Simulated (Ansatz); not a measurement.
Reaction (substitution at a C–Ga bond): `C=[CH][GaH][GeH3]` + `C=N` → `C=CN=C` + `[GaH2][GeH3]`

Program: Ansatz. Geometries: PBE0-D4/def2-TZVP. ΔE: electronic, gas phase. CCSD(T)/CBS adds triple-zeta CCSD(T) − MP2 to the extrapolated MP2 energy (def2 sets, frozen cores). This one scheme is used for every species. DFT in def2-TZVPP. For Ga, Ge outer-core shells are correlated without core-valence functions, which leaves a few kJ/mol of doubt a bond. Scalar relativity is left out up to krypton. Each species was taken in one conformer, which may not be the lowest.

CCSD(T)/CBS gives +0.37 eV.

(1) Another level gave +0.27 eV. Which?
A. PBE-QIDH/def2-TZVPP
B. RPA@PBE/def2-TZVPP
C. r2SCAN0/def2-TZVPP
D. PBE/def2-TZVPP

Largest T1 diagnostic among the species: 0.013.

## Answers

(1) A. PBE-QIDH 0.27, r2SCAN0 0.20, PBE 0.15, RPA@PBE/def2-TZVPP 0.39 eV.

In def2-TZVPP, CCSD(T) changes the Hartree–Fock value by +0.12 eV (the triples alone add −0.00 eV) and MP2 by +0.14 eV. Leaving LDA and LC-ωPBE aside and taking each functional with its dispersion term where it has one, the values, not all of them listed here, spread over 0.18 eV, from B97M-V to ωB97M-V. LDA lies −0.11 eV from PBE without D4.
